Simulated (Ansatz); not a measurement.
Species: C$_{2}$H$_{9}$Si$_{2}$, charge 0, multiplicity 2. It need not be the lowest isomer of its formula. SMILES: C[Si](C)[SiH3]
Coordinates optimised at B3LYP-D3(BJ)/def2-TZVP (Ansatz, a quantum-chemistry and plane-wave program):
```xyz
13

C     -1.4516     1.4663     0.1755
Si    -0.4017     0.0479    -0.4972
C     -1.2895    -1.6007    -0.2507
Si     1.7655     0.0403     0.3813
H     -1.6414     1.3294     1.2447
H     -2.4175     1.5098    -0.3320
H     -0.9540     2.4276     0.0412
H     -1.4770    -1.7800     0.8126
H     -0.6972    -2.4325    -0.6341
H     -2.2529    -1.6042    -0.7647
H      1.8017    -0.1629     1.8572
H      2.5588    -1.0491    -0.2413
H      2.4329     1.3339     0.0899
```
Charge 0, spin multiplicity 2.

Computed values are from Ansatz. Correlated levels leave the core frozen unless marked. Open shells are spin-unrestricted. Spin-orbit coupling is left out. No relativistic terms. CBS marks a two-point X^-3 extrapolation of the correlation energy; Hartree-Fock from the larger set.

Problem. What is the atomisation energy De at CCSD(T)/CBS(cc-pV(T+d)Z,cc-pV(Q+d)Z)?

Solution. 4388.4 kJ/mol.

Problem. What is the total energy at CCSD(T)/CBS(cc-pV(T+d)Z,cc-pV(Q+d)Z)?

Solution. -659.6291 Eh.

Problem. What is the T1 diagnostic at CCSD/cc-pV(Q+d)Z?

Solution. 0.013.

Problem. What is the dipole moment at CCSD(T)/aug-cc-pV(D+d)Z?

Solution. 1.20 D.
